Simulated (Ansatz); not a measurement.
`[OH][Ga]([F])[SH]` + HCl → `[OH][Ga]([F])[Cl]` + H₂S  (ligand exchange at a Ga–S bond)

Isolated molecules relaxed with PBE0-D4/def2-TZVP in Ansatz; ΔE leaves out vibrations. CCSD(T)/CBS is the MP2 limit (def2-TZVPP, def2-QZVPP) plus CCSD(T) − MP2 in def2-TZVPP, frozen cores. This one scheme is used for every species. DFT in def2-TZVPP. For Ga outer-core shells are correlated without core-valence functions, which leaves a few kJ/mol of doubt a bond. Scalar relativity is left out up to krypton. One conformer a species, not always the lowest.

```json
{"level": "PBE-D4", "ΔE (kJ/mol)": "-13.1"}
{"level": "r2SCAN-D4", "ΔE (kJ/mol)": "-17.9"}
{"level": "r2SCAN", "ΔE (kJ/mol)": "-18.2"}
{"level": "SCS-MP2/def2-TZVPP", "ΔE (kJ/mol)": "-21.0"}
{"level": "CCSD(T)/def2-TZVPP", "ΔE (kJ/mol)": "-18.9"}
{"level": "HF/def2-QZVPP", "ΔE (kJ/mol)": "-32.9"}
{"level": "MP2/CBS(def2)", "ΔE (kJ/mol)": "-15.3"}
{"level": "CCSD/CBS(def2)", "ΔE (kJ/mol)": "-17.6"}
```

**Question.** What does CCSD(T)/CBS give? (Estimate.)

**Answer.** The calculation gave: -15.9 kJ/mol. The listed levels differ from it by 2.8, -2.0, -2.3, -5.1, -3.0, -17.0, 0.6, -1.7 kJ/mol.

Largest T1 diagnostic among the species: 0.014.

In def2-TZVPP, CCSD(T) changes the Hartree–Fock value by +13.1 kJ/mol (the triples alone add +1.7 kJ/mol) and MP2 by +13.7 kJ/mol.
